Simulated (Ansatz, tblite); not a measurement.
Forces on the cluster MoO3⁺ at its B3LYP-D4/def2-TZVP geometry. Total charge 1; doublet.

In the def2 sets Mo takes a core potential; there is no spin–orbit coupling. The xTB rows come from tblite. The structure holds 1 bond(s) between oxygen atoms. Another isomer (doublet) lies 0.88 eV lower at PBE0-D4/def2-TZVP; other spin states weren't run for this one.

GFN1-xTB (tblite), largest force 3.21 eV/Å:

```xyz
4
positions Å, forces eV/Å
Mo    0.014   -0.671    0.390   -0.774    1.872   -2.494
O    -1.041    0.458   -0.662    2.015   -1.370    0.149
O     0.178    0.114   -1.299   -1.423   -0.402    1.941
O     0.849    0.099    1.571    0.182   -0.101    0.404
```

GFN2-xTB (tblite), largest force 3.09 eV/Å:

```
Mo -0.419 1.611 -1.660
O 2.684 -1.386 -0.626
O -2.345 0.038 1.998
O 0.079 -0.263 0.288
```

PBE-D4/def2-TZVP (Ansatz), largest force 0.95 eV/Å:

```
Mo -0.366 -0.838 -0.252
O -0.253 0.230 -0.056
O 0.171 0.107 -0.282
O 0.448 0.501 0.590
```
